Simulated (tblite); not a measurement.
Start geometry of `C=C(C)/C=[C]\C(C)=O` [radical] from a force field or distance geometry (Å):
```
atom  x, y, z in Å
C1    -1.838   -1.515    0.717
C2    -1.439   -0.422    0.033
C3    -2.357    0.427   -0.715
C4    -0.025   -0.079    0.053
C5     0.495    0.952   -0.555
C6     1.945    1.144   -0.434
C7     2.790    0.202    0.370
O8     2.521    2.130   -1.003
H9    -1.080   -2.079    1.247
H10   -2.885   -1.816    0.745
H11   -3.422    0.091   -0.605
H12   -2.251    1.498   -0.385
H13   -2.096    0.381   -1.776
H14    0.638   -0.726    0.620
H15    2.579   -0.838    0.026
H16    3.875    0.406    0.204
H17    2.544    0.257    1.448
```

Q: What comes out of this run: tblite 0.8.0, GFN2-xTB geometry optimisation, gas phase?

A: 
```
atom  x, y, z in Å
C1    -2.458   -1.329    0.772
C2    -1.467   -0.565    0.324
C3    -1.486    0.114   -1.009
C4    -0.268   -0.342    1.149
C5     0.756    0.371    0.813
C6     1.720    1.206    0.255
C7     2.797    0.485   -0.539
O8     1.713    2.429    0.401
H9    -2.425   -1.812    1.733
H10   -3.345   -1.496    0.184
H11   -2.439   -0.040   -1.507
H12   -1.314    1.182   -0.887
H13   -0.690   -0.278   -1.641
H14   -0.286   -0.841    2.115
H15    2.352   -0.198   -1.259
H16    3.412    1.218   -1.055
H17    3.421   -0.092    0.141
```

The energy falls by 24.4 kcal/mol over 145 L-BFGS steps, the largest force on an atom goes from 5.25 to 0.007 eV/Å, and the atoms move by 1.274 Å rms after alignment. The bond that changes most is C5–C6 (ends: carbon bonded to 2 C; carbon bonded to 2 C and O), which shortens by 0.075 Å. Bonds longer at the end by more than 0.005 Å: 3 of 16; shorter: 11. Among the angles that change most is C4–C5–C6, from 117.3° to 169.8°. Rotational constants go from 4763, 1029, 855.2 to 4494, 1013, 988.6 MHz. The orientation of the end geometry is arbitrary; only internal coordinates are fixed.

Its GFN2-xTB frequencies are all real (lowest 31 cm⁻¹).

One conformer stands for the species.

These are computed values.
